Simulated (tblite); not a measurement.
Species: C5H12FPSi.
Geometry (GFN2-xTB, Å), atoms numbered from 1 in this order:
```xyz
20
C5H12FPSi angstrom
C     -1.667   -1.100    0.672
Si    -0.638    0.171   -0.304
C     -1.658    1.736   -0.686
C      0.021   -0.603   -1.915
C      0.857    0.697    0.793
P      1.882   -0.745    1.323
C      2.992   -0.758    0.074
F      3.964   -1.690    0.018
H     -2.170   -0.643    1.518
H     -2.427   -1.557    0.047
H     -1.035   -1.895    1.059
H     -2.558    1.486   -1.236
H     -1.094    2.444   -1.285
H     -1.961    2.245    0.224
H      0.653   -1.462   -1.704
H     -0.792   -0.943   -2.549
H      0.609    0.105   -2.492
H      1.483    1.420    0.273
H      0.482    1.174    1.699
H      3.052   -0.071   -0.761
```

Calculated harmonic vibrations of the isolated species, GFN2-xTB (tblite), most abundant isotopes, no scaling. This tight-binding method is rough: wavenumbers can miss measured ones by several per cent, in bad cases by 10 to 20. One conformer, not necessarily the lowest.

Harmonic wavenumbers (cm⁻¹): 25.6, 50.7, 91.9, 101.4, 104.6, 125.9, 138.6, 153.8, 184.3, 191.4, 208.7, 239.3, 263.1, 392.3, 592.8, 645.5, 680.6, 693.6, 739.7, 744.0, 768.9, 775.5, 791.1, 795.5, 851.9, 854.0, 869.1, 943.2, 1047.6, 1124.3, 1153.8, 1300.2, 1371.3, 1371.7, 1376.2, 1426.8, 1476.1, 1478.8, 1480.8, 1484.3, 1486.7, 1487.6, 2984.1, 2988.1, 3017.1, 3033.4, 3037.2, 3038.2, 3042.7, 3044.5, 3046.3, 3048.4, 3049.8, 3054.1.

A = 2337, B = 707.3, C = 669.0 MHz; mass 150.043 u (most abundant isotopes); point group C1, symmetry number 1.

**Question.** Zero-point energy?

**Answer.** Half the sum of the wavenumbers: 34234 cm⁻¹ = 97.88 kcal/mol.

**Question.** Give the ideal-gas entropy at 350 K and 1 bar in the rigid-rotor, harmonic-oscillator model (classical rotation).

**Answer.** Translation 41.75, rotation 30.53, vibration 51.15: S = 123.4 cal/(mol K).

**Question.** And Cp and H(350 K) − H(0)?

**Answer.** Cp = 50.96 cal/(mol K), of which vibrations give 43.01 (their classical limit is 54 R = 107.3); H(350 K) − H(0) = 11.38 kcal/mol without the zero-point energy, 8.60 from vibrations.

**Question.** What must be added to the electronic energy to get the Gibbs energy at 350 K and 1 bar?

**Answer.** ZPE + [H(350 K) − H(0)] − T·S = 97.88 + 11.38 − 43.20 = 66.06 kcal/mol.

**Question.** How do the functions run with temperature in this model?

**Answer.** 
```csv
T (K),S (cal/(mol K)),Cp (cal/(mol K)),H − H(0) (kcal/mol),G − H(0) (kcal/mol),ln q(vib)
150,89.7,31.4,3.15,-10.31,5.60
250,108.0,41.2,6.77,-20.23,9.70
298.15,115.7,46.0,8.87,-25.62,11.51
400,130.5,55.4,14.04,-38.17,15.11
600,155.9,69.6,26.64,-66.89,21.57
900,187.0,83.6,49.78,-118.48,30.10
```

q(vib) and H(0) count from the zero-point level.

**Question.** Blend soft modes into free rotors: weight 1/[1 + (100 cm⁻¹/ν̃)⁴] for the oscillator and the rest for a rotor with moment μB/(μ + B), μ = h/(8π²ν), B = 10⁻⁴⁴ kg m². What vibrational entropy results?

**Answer.** 46.25 cal/(mol K) in place of 51.15, which changes −T·S at 350 K by +1.72 kcal/mol.

**Question.** Which modes carry the vibrational entropy at 350 K?

**Answer.** 25.6 cm⁻¹: 6.46; 50.7 cm⁻¹: 5.11; 91.9 cm⁻¹: 3.93; 101.4 cm⁻¹: 3.74; 104.6 cm⁻¹: 3.68; 125.9 cm⁻¹: 3.32 cal/(mol K); the other 48 give 24.91 together.

Hindered rotation and anharmonicity are outside this model. Other conformers, if any are populated, would add a mixing term that is left out. The structure is chiral; the term R ln 2 for an equal mix with its mirror image is left out.
